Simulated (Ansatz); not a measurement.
Reaction (ligand exchange at a B–N bond): `NBBF` + H–F → `FBBF` + NH₃

Isolated molecules relaxed with PBE0-D4/def2-TZVP in Ansatz; ΔE leaves out vibrations. CCSD(T)/CBS is the MP2 limit (def2-TZVPP, def2-QZVPP) plus CCSD(T) − MP2 in def2-TZVPP, frozen cores. This one scheme is used for every species. DFT in def2-TZVPP. Each species was taken in one conformer, which may not be the lowest.

```tsv
level	ΔE (kJ/mol)
r2SCANh-D4	7.7
r2SCAN0	7.4
```

(1) What does CCSD(T)/CBS give? (Estimate.)

Largest T1 diagnostic among the species: 0.015.

Results:

(1) Computed: +11.8 kJ/mol. The listed levels differ from it by -4.1, -4.4 kJ/mol.

In def2-TZVPP, CCSD(T) changes the Hartree–Fock value by +23.6 kJ/mol (the triples alone add +3.1 kJ/mol) and MP2 by +26.4 kJ/mol. The D4 term adds +3.7 kJ/mol with B3LYP and +2.0 kJ/mol with PBE0; it sums over pairs of atoms, weighted by their polarisabilities, and B3LYP, whose exchange is more repulsive, gets the larger term. Leaving LDA and LC-ωPBE aside and taking each functional with its dispersion term where it has one, the values, not all of them listed here, spread over 13.3 kJ/mol, from B97M-V to PBE-D4. LDA lies +12.1 kJ/mol from PBE without D4.

B3LYP here is the variant with VWN-RPA as its local correlation; programs differ in this.
